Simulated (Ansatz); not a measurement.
A trace of molecular dynamics of AlBFH5Si (9 atoms, charge 0, multiplicity 1).

Theory: Ansatz 0.2.0, RKS BLYP-D4/def2-SVP.

```
ensemble                      : NVE (velocity Verlet)
starting velocities drawn for : 100 K
seed                          : 4210
```

```tsv
time (fs)	T (K)	potential energy less start (eV)	conserved less start (meV/atom)
0	100	0.000	0.00
4	69	0.029	0.02
8	46	0.049	0.01
12	38	0.056	0.01
16	38	0.057	0.01
20	56	0.040	0.01
24	64	0.033	0.01
28	77	0.021	0.02
32	150	-0.045	0.01
36	279	-0.161	0.03
40	578	-0.433	-0.01
44	733	-0.572	0.01
48	948	-0.769	-0.14
52	780	-0.615	0.04
56	979	-0.796	-0.15
60	853	-0.681	0.04
64	788	-0.623	-0.02
68	689	-0.533	0.01
72	737	-0.578	-0.12
76	737	-0.578	-0.20
80	541	-0.399	0.03
84	727	-0.568	-0.09
88	626	-0.476	0.06
92	519	-0.380	-0.02
96	483	-0.346	0.04
100	837	-0.668	-0.12
```

Task: Can this run be trusted? Judge the integration.

Result: The conserved energy stayed within 0.24 meV per atom of its start (net change -0.12 meV per atom), so the integration is sound. The kinetic energy rose, since the run started high on the potential surface and went downhill. A run of 0.1 ps of so small a system gives no equilibrium averages. The orbitals stay closed-shell, which can raise the energy where a bond breaks towards radicals; this wasn't checked here. The time step was 0.5 fs.

Time of the run: 3.5 min on 2 threads of Intel(R) Xeon(R) Platinum 8488C (Sapphire Rapids) (shared host), peak memory 0.14 GiB.
